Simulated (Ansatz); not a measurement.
Cartesian coordinates in Å:
```
Si -0.321 -0.803 -0.888
C 0.913 0.207 0.083
As 0.113 1.310 1.520
H 0.342 -1.611 -1.951
H -1.310 0.101 -1.534
H -1.042 -1.728 0.025
H 1.657 -0.437 0.560
H 1.460 0.891 -0.570
H -0.780 0.208 2.082
H -1.031 1.861 0.673
```

The species carries charge 0 and has multiplicity 1.

List the PBE/def2-TZVPP orbital energies in eV (Ansatz). (An estimate is asked.)

The calculation gave: Occupied: -11540.82, -1779.40, -1447.50, -1294.63, -1294.62, -1294.58, -269.23, -183.05, -137.16, -131.45, -131.44, -131.31, -93.89, -93.89, -93.88, -40.94, -40.94, -40.84, -40.84, -40.79, -17.98, -14.78, -12.83, -10.71, -8.94, -8.56, -8.54, -8.14, -7.94, -6.13. Lowest empty: -0.82, -0.09, 0.28, 0.68, 0.79, 0.83, 1.34, 1.61.
